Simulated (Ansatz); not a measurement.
A made-up structure of ZnSiH₃F, singlet:

| atom | x (Å) | y (Å) | z (Å) |
| --- | --- | --- | --- |
| F1 | 1.3023 | -2.7466 | 1.2435 |
| Zn2 | 0.6039 | -1.2741 | 0.5767 |
| Si3 | -0.3218 | 0.6786 | -0.3072 |
| H4 | -1.5330 | 0.3634 | -1.1110 |
| H5 | 0.6599 | 1.3681 | -1.1866 |
| H6 | 1.1598 | 0.0484 | 1.1085 |

It is relaxed with PBE-D4/def2-SVP and then PBE0-D4/def2-TZVP (Ansatz 0.2.0). Atoms count as bonded within 1.22 times the sum of their covalent radii (H–H: 0.88 Å). The end point is not checked to be a true minimum.

Task: Does its bonding change? (Judge from chemistry; the calculation decides.)

Result: The calculation gives: Yes. Formed: Si3–H6; broken: Zn2–H6.

Where it ends: The first stage lowers the energy by 3.97 eV in 11 steps. It ends as ZnSiH₃F ([F][Zn][SiH3]):
F1  (1.406, -3.236, 0.907)
Zn2  (0.819, -1.641, 0.450)
Si3  (0.041, 0.475, -0.157)
H4  (-1.372, 0.399, -0.614)
H5  (0.864, 1.035, -1.263)
H6  (0.112, 1.407, 1.000)
(Å)

Labels in which every atom is bracketed show which atoms are joined, not bond orders.

For scale, one of the runs: PBE0-D4/def2-TZVP relaxation, 134 basis functions, launched by `ansatz run in.yaml --threads 2 --pin off --events-out ev --progress --plain --max-ram 4352MiB`. The run took about 13 s on 2 CPU threads of an Arm Neoverse V2 (shared host).
